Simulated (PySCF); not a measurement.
C₃H₈O₂Si, SMILES O=C[C@@H]([SiH2]O)C.

The structure is a stationary point at B3LYP-D3(BJ)/def2-SVP. The structure was generated by enumeration; whether it is a known compound was not checked. One conformer was computed; it need not be the lowest.

Computed with SMD-B3LYP/6-31G* run with PySCF.

Solvation free energies are E(SMD) − E(gas) at the gas-phase geometry, for 1 M in both phases. In vacuum the dipole moment is 3.00 D.

### Question
Estimate the solvation free energies in water, dichloromethane, cyclohexanone. (An estimate is asked for; the answer gives what the named calculation found.)

### Answer

| solvent | ΔG(solv) (kcal/mol) | its non-electrostatic (CDS) part | dipole (D) |
|---|---|---|---|
| water | -6.0 | 4.8 | 3.86 |
| dichloromethane | -6.6 | -1.0 | 3.49 |
| cyclohexanone | -6.4 | -1.4 | 3.44 |
